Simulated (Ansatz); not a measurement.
Input file for Ansatz (a quantum-chemistry and plane-wave program): U-CCSD(T)/def2-SVP on FISi (SMILES F[Si]I), a point of a bond scan (R = 3.770 Å). Elements past Kr take the def2 small-core potentials; no spin–orbit coupling. The run froze 15 orbitals, filled d shells among them.

Ansatz 0.2 input:
```yaml
crystal:
  periodic: [false, false, false]
  atoms:
    - {symbol: Si, position_ang: [0.72542197, 1.01948837, 1.18893518]}
    - {symbol: F, position_ang: [1.16092642, 2.16371902, 0.14351064]}
    - {symbol: I, position_ang: [-0.94585001, -1.46482839, -1.10210971]}
basis:
  gaussian:
    orbitals: def2-SVP
correlation: {method: ccsd_t, electrons: outside_noble_gas}
scf: {omitted_lower_state_checks: [cluster_reference]}
magnetization: {spin_polarized: true, initial_magnetization: 0}
```

Q: What total energy does the run end on?

A: -685.2217 hartree (reference determinant -684.8434, T1 diagnostic 0.061). Its determinant has ⟨S²⟩ = 0.74, a mixture of spin states.

Q: How many basis functions does it have, and what does it roughly cost on one machine?

A: 58 functions; very roughly 7 core-seconds.
